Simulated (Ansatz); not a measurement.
Abridged output of a molecular run in Ansatz:

```
Functional definition: HF
1026 factors; integrals over basis functions are off by at most 1.1e-3 eV
mean field evaluation 1: about -14991.4044 eV, gradient 4.8e1 eV
mean field evaluation 2: about -14991.5265 eV, gradient 4.8e1 eV
mean field evaluation 4: about -14995.7478 eV, gradient 2.4e0 eV
mean field evaluation 8: about -14995.7921 eV, gradient 2.0e-1 eV
mean field -14995.79231497 eV, -551.0852030621 hartree, gradient 1.5e-6 eV, S^2 0.000000; 0 other end points of the search recorded, 0 dependent functions left out
8 core orbitals not correlated: weight in the atoms' cores, before any rotation towards them, 1.000 or more for the frozen orbitals, at most 0.000 for the correlated occupied ones
reference -14995.79231497 eV, -551.0852030621 hartree; 21, 21 occupied and 68, 68 virtual orbitals, 1026 factors
second order -22.19469104 eV of doubles, -0.00000000 eV of singles
cycle   1  -22.14567970 eV  change    4.9e-2 eV  update   1.2e-1
cycle   2  -22.63169385 eV  change   -4.9e-1 eV  update   3.7e-2
cycle   3  -22.78179146 eV  change   -1.5e-1 eV  update   1.9e-2
cycle   4  -22.77775494 eV  change    4.0e-3 eV  update   4.0e-3
cycle   5  -22.77360042 eV  change    4.2e-3 eV  update   1.5e-3
cycle   6  -22.77358030 eV  change    2.0e-5 eV  update   4.4e-4
cycle   7  -22.77350497 eV  change    7.5e-5 eV  update   1.4e-4
cycle   8  -22.77342539 eV  change    8.0e-5 eV  update   4.7e-5
cycle   9  -22.77341932 eV  change    6.1e-6 eV  update   1.8e-5
perturbative correction -0.43429057 eV, -0.0159598839 hartree
Total energy: -15019.00002485 eV, -551.9380706695 hartree
```

Its atoms:

```xyz
8

C    -0.8265    0.2938   -0.8389
Sn    0.6054   -0.2151    0.6139
F     0.3526   -1.9297    1.3877
F     2.3912   -0.2485   -0.0284
F     0.6621    0.9668    2.0981
H    -0.7721   -0.4329   -1.6474
H    -1.8113    0.2735   -0.3755
H    -0.6015    1.2922   -1.2094
```

Which basis set was used?
A. cc-pV(Q+d)Z
B. def2-QZVPP
C. def2-SVP
D. def2-TZVPP

C. It gives 97 functions.

Write the keys of the input that set method, charge and spin (a neutral closed shell needs none for the last two).


```yaml
correlation: {method: ccsd_t}
```
